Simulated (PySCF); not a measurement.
InI, SMILES [In][I] (connectivity only; charge and spin as stated), neutral, multiplicity 1.

The structure is a stationary point at r2SCAN-D4/def2-TZVP. The def2 effective core potentials stand for the cores of I, In; spin–orbit coupling is left out.

Computed with r2SCAN/def2-TZVPD (PySCF).

- total energy = -488.11365 hartree
- point group = C∞v
- highest occupied level = -6.20 eV
- lowest empty level = -2.45 eV
- orbital gap = 3.76 eV
- dipole moment = 3.35 D
- quadrupole, principal values (traceless, Buckingham form, about the centre of nuclear charge) = -1.70, 0.85, 0.85 D·Å
- mean static polarisability = 84.2 bohr³ (12.48 Å³)
- polarisability, principal values = 66.5, 66.5, 119.8 bohr³
